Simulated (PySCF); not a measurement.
# Polarisability and C₆ of Sc⁺ (scandium, charge +1)

[Ar] 3d1 4s1, high-spin 3D determinant. Calculation: PySCF 2.14, in aug-cc-pwCVTZ-DK (10s9p7d4f3g, 127 functions); scalar relativity by spin-free X2C-1e. Coupled (time-dependent) response in atomic units; α is the mean over directions.

```
method  mean α (bohr³)         α xx, yy, zz  C₆ (like pair)  S(−4)
  PBE0           62.98  61.73, 61.73, 65.47           435.6   3512
```

S(−4) is the Cauchy moment in α(ω) = α(0) + S(−4) ω² + …

α(iu) at PBE0:

| u (hartree) | α(iu) (bohr³) |
| --- | --- |
| 0 | 62.98 |
| 0.0500 | 55.35 |
| 0.100 | 41.06 |
| 0.200 | 21.51 |
| 0.300 | 13.09 |
| 0.500 | 6.946 |
| 0.750 | 4.337 |
| 1.00 | 3.130 |
| 1.50 | 1.928 |
| 2.00 | 1.318 |
| 3.00 | 0.7270 |
| 5.00 | 0.3200 |

For an ion, C₆ is the dispersion term alone; charge-induced terms of lower order in 1/R come first.

The components differ because the open shell of this determinant is not spherical; for a pure term their mean is the scalar polarisability.
